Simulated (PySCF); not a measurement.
Series B-XY, Y = chloro, computed as singlets and as triplets. All species are isolated molecules in the gas phase. One relaxed conformer stands for each flexible species; it need not be the lowest. Strings in code marks are SMILES.

Quantity: adiabatic spin-state energy, in kcal/mol.

A: `Cl[B-]Cl`: multiplicity 3 minus multiplicity 1
B: `C=C[B-]Cl`: multiplicity 3 minus multiplicity 1
C: `O[B-]Cl`: multiplicity 3 minus multiplicity 1
D: `S[B-]Cl`: multiplicity 3 minus multiplicity 1
E: `B[B-]Cl`: multiplicity 3 minus multiplicity 1
F: `N[B-]Cl`: multiplicity 3 minus multiplicity 1

### Question
Order them by adiabatic spin-state energy (lowest first) at the level B3LYP-D3(BJ)/def2-TZVPD (PySCF).

### Answer
B (1.08 kcal/mol), E (10.6 kcal/mol), D (20.7 kcal/mol), A (25.2 kcal/mol), F (38.6 kcal/mol), C (40.8 kcal/mol)
